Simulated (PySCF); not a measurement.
**Running PySCF for I**

The script input.py:

```python
from pyscf import gto, dft

mol = gto.M(
    atom='I 0 0 0',
    basis='cc-pvtz-dk',
    charge=0,
    spin=1,
    symmetry=True,
    verbose=4,
)
mf = dft.ROKS(mol, xc='b3pw91')
mf = mf.sfx2c1e()
mf.kernel()
mf.analyze()
print('orbital energies (hartree):', mf.mo_energy[..., max(0, mol.nelec[1]-3):mol.nelec[0]+3].round(4))
```

```bash
$ OMP_NUM_THREADS=1 python input.py
```

Output (some set-up lines and the per-cycle HOMO/LUMO lines with their warnings removed):

```
PySCF version 2.14.0

[INPUT] Symbol           X                Y                Z      unit          X                Y                Z       unit  Magmom
[INPUT]  1 I      0.000000000000   0.000000000000   0.000000000000 AA    0.000000000000   0.000000000000   0.000000000000 Bohr   0.0

nuclear repulsion = 0
point group symmetry = SO3
symmetry origin: [0. 0. 0.]
symmetry axis x: [1. 0. 0.]
symmetry axis y: [0. 1. 0.]
symmetry axis z: [0. 0. 1.]
num. orbitals of irrep s+0 = 7
num. orbitals of irrep p-1 = 6
num. orbitals of irrep p+0 = 6
num. orbitals of irrep p+1 = 6
num. orbitals of irrep d-2 = 4
num. orbitals of irrep d-1 = 4
num. orbitals of irrep d+0 = 4
num. orbitals of irrep d+1 = 4
num. orbitals of irrep d+2 = 4
num. orbitals of irrep f-3 = 1
num. orbitals of irrep f-2 = 1
num. orbitals of irrep f-1 = 1
num. orbitals of irrep f+0 = 1
num. orbitals of irrep f+1 = 1
num. orbitals of irrep f+2 = 1
num. orbitals of irrep f+3 = 1
number of shells = 4
number of NR pGTOs = 168
number of NR cGTOs = 52
basis = cc-pvtz-dk
ecp = {}

******** <class 'pyscf.x2c.sfx2c1e.sfX2C1eSymAdaptedROKS'> ********
method = sfX2C1eSymAdaptedROKS
initial guess = minao
damping factor = 0
level_shift factor = 0
DIIS = <class 'pyscf.scf.diis.CDIIS'>
SCF conv_tol = 1e-09
SCF max_cycles = 50
num. doubly occ = 26  num. singly occ = 1
XC functionals = b3pw91

grids dens level: 3

******** <class 'pyscf.x2c.sfx2c1e.SpinFreeX2CHelper'> ********
approx = 1e
xuncontract = 1
Freeze 0 electrons in irreps []
    53 free electrons in irreps s+0 p-1 p+0 p+1 d-2 d-1 d+0 d+1 d+2 f-3 f-2 f-1 f+0 f+1 f+2 f+3
tot grids = 21960
init E= -7115.75132950807
cycle= 1 E= -7115.78898926395  delta_E= -0.0377  |g|= 0.0315  |ddm|= 0.946
cycle= 2 E= -7115.78938528776  delta_E= -0.000396  |g|= 0.0185  |ddm|= 0.181
cycle= 3 E= -7115.7894427977  delta_E= -5.75e-05  |g|= 0.00446  |ddm|= 0.0238
cycle= 4 E= -7115.78944504807  delta_E= -2.25e-06  |g|= 0.000347  |ddm|= 0.0048
cycle= 5 E= -7115.78944508653  delta_E= -3.85e-08  |g|= 2.19e-05  |ddm|= 0.001
cycle= 6 E= -7115.78944508671  delta_E= -1.83e-10  |g|= 2.45e-07  |ddm|= 5.14e-05
Extra cycle  E= -7115.78944508671  delta_E= -9.09e-13  |g|= 5.15e-08  |ddm|= 1.51e-06
converged SCF energy = -7115.78944508671
**** SCF Summaries ****
Total Energy =                       -7115.789445086711567
Nuclear Repulsion Energy =               0.000000000000000
One-electron Energy =                -9752.722754683092717
Two-electron Energy =                 2636.933309596381605
Two-electron Coulomb Energy =         2820.428893901308129
DFT Exchange-Correlation Energy =     -183.495584304926695
Wave-function symmetry = SO3
single occ                     0    1    0    0    0    0    0    0    0    0    0    0    0    0    0    0
**** MO energy ****
                          Roothaan           | alpha              | beta
[16 lines left out]
MO #17  (p+1 #3 ) energy= -4.87301424498945  | -4.87388363678047  | -4.87214485319844  occ= 2
MO #18  (p+0 #3 ) energy= -4.87297897760051  | -4.87384836012517  | -4.87210959507585  occ= 2
MO #19  (d-2 #2 ) energy= -1.95518846595052  | -1.95842348100969  | -1.95195345089136  occ= 2
MO #20  (d-1 #2 ) energy= -1.95516929017557  | -1.95840427318734  | -1.95193430716379  occ= 2
MO #21  (d+2 #2 ) energy= -1.95510589918366  | -1.95843448652186  | -1.95177731184546  occ= 2
MO #22  (d+0 #2 ) energy= -1.94359321552924  | -1.9451814597125   | -1.94200497134598  occ= 2
MO #23  (d+1 #2 ) energy= -1.93785724508641  | -1.9385775817826   | -1.93713690839024  occ= 2
MO #24  (s+0 #5 ) energy= -0.69398512877161  | -0.711951448795306 | -0.676018808747936 occ= 2
MO #25  (p+0 #4 ) energy= -0.285953284020096 | -0.292773993230606 | -0.279132574809577 occ= 2
MO #26  (p+1 #4 ) energy= -0.285942754634743 | -0.292763535333919 | -0.27912197393556  occ= 2
MO #27  (p-1 #4 ) energy= -0.276032463426044 | -0.335660529906    | -0.21640440242106  occ= 1
MO #28  (s+0 #6 ) energy= 0.155016938125559  | 0.148004967507608  | 0.162028908743225  occ= 0
MO #29  (d-1 #3 ) energy= 0.22927333318906   | 0.212934996880135  | 0.245611669497982  occ= 0
MO #30  (d-2 #3 ) energy= 0.229279681501114  | 0.212941267527563  | 0.245618095474661  occ= 0
[22 lines left out]
 ** Mulliken pop on meta-lowdin orthogonal AOs  **
 ** Mulliken pop  **
pop of  0 I 1s            2.00000
pop of  0 I 2s            2.00000
pop of  0 I 3s            1.99999
pop of  0 I 4s            2.00000
pop of  0 I 5s            1.99832
pop of  0 I 6s            0.00168
pop of  0 I 7s            0.00001
pop of  0 I 2px           2.00000
pop of  0 I 2py           2.00000
pop of  0 I 2pz           2.00000
pop of  0 I 3px           1.99999
pop of  0 I 3py           1.99999
[40 lines left out]
 ** Mulliken atomic charges  **
charge of    0I =     -0.00000
Dipole moment(X, Y, Z, Debye): -0.00000, -0.00000, -0.00000
orbital energies (hartree): [-0.694  -0.286  -0.2859 -0.276   0.155   0.2293  0.2293]
```

In short: E(SCF) = -7115.789445 Eh, 6 cycles.

It ran on Arm Neoverse V2 (1 thread, shared host) in 4.1 s.

No search for the lowest solution was made.
